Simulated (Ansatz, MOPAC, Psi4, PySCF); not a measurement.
Reaction (SMILES): O[Si](F)(F)O [difluoro(dihydroxy)silane] -> O[Si](O)F + F atom (the F-Si bond breaks)

Quantity: bond dissociation energy (enthalpy at 298 K), in kcal/mol. Conventions: 6-311+G** with 5d, 6d on Na to Ar in Ansatz (a first-principles code); LANL2DZ with its own core potentials from Na on; valence correlation only; open shells spin-unrestricted; non-relativistic; 6-31G* and kin with 6d, 5d where marked; no spin-orbit coupling; dispersion terms only where a functional's name holds one. Basis-set limits of correlation are two-point, X^-3; Hartree-Fock from the larger set (for Q and 5 zeta extrapolated as (X+1)exp(-9√X)). Ab initio and DFT rows: single points at B3LYP-D3(BJ) geometries (Ansatz), with unscaled harmonic terms from B3LYP/6-31G* (Ansatz) at its own minima. Semi-empirical rows: MOPAC heats of formation at their own minima for 298 K.

Coupled cluster (Ansatz) is a level with limits of its own, used here on species with T1 under 0.025 (0.045 for open shells) and stable references: CCSD(T)/CBS(cc-pV(Q+d)Z,cc-pV(5+d)Z).

Value to compare with, CCSD(T)/CBS(cc-pV(Q+d)Z,cc-pV(5+d)Z) (Ansatz): 167.4 kcal/mol.

```
level                        program  bond dissociation energy (enthalpy at 298 K) (kcal/mol)  difference
--------------------  --------------  -------------------------------------------------------  ----------
PM3                            MOPAC                                                    142.9       -24.5
MNDO                           MOPAC                                                    139.8       -27.6
HF/STO-3G                     Ansatz                                                     83.8       -83.6
PBE/STO-3G                    Ansatz                                                    119.4       -48.0
PBE/LANL2DZ                   Ansatz                                                    127.0       -40.4
PBE/def2-SVP                  Ansatz                                                    157.9        -9.5
BP86/6-31G* (5d)               PySCF                                                    159.8        -7.6
B3LYP/LANL2DZ                 Ansatz                                                    125.5       -41.9
B3LYP/6-31G*                  Ansatz                                                    159.6        -7.8
PBE0/6-311+G**                Ansatz                                                    149.9       -17.5
M06-2X/6-31G* (5d)             PySCF                                                    163.4        -4.0
wB97X-D/6-311+G**               Psi4                                                    153.6       -13.8
MP2/LANL2DZ                   Ansatz                                                    123.1       -44.3
MP2/6-31G*                    Ansatz                                                    165.5        -1.9
r2SCAN-D4/def2-TZVPD  Ansatz + dftd4                                                    159.6        -7.8
```

Among the 14 habitual levels, HF/STO-3G lies farthest from CCSD(T)/CBS(cc-pV(Q+d)Z,cc-pV(5+d)Z) (Ansatz) (-83.6 kcal/mol) and MP2/6-31G* nearest (-1.9); 0 of 14 lie above it, and their mean absolute difference is 26.6 kcal/mol, the median 21.0. One case shows no general order.

The levels are drawn from those run, B3LYP/6-31G* more often than the rest, none by its result; left out are runs that failed, that the program found above a lower state of the same kind, or whose <S^2> lies over 0.5 above the pure value.
